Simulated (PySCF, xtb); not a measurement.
propylene glycol (C₃H₈O₂), SMILES OCC(C)O.

xtb 6.7.1 with GFN2-xTB at its own geometry gives an orbital gap of 11.83 eV and a dipole moment of 2.76 D.

Coordinates come from a PBE0-D3(BJ)/def2-SVP optimisation. Other conformers were not sampled.

Task: What does PySCF with HF/def2-TZVP give? (The exact figures need the calculation; the answer reports its results.)

Result: gap 15.06 eV (levels -11.67 and 3.39 eV), dipole 2.70 D.
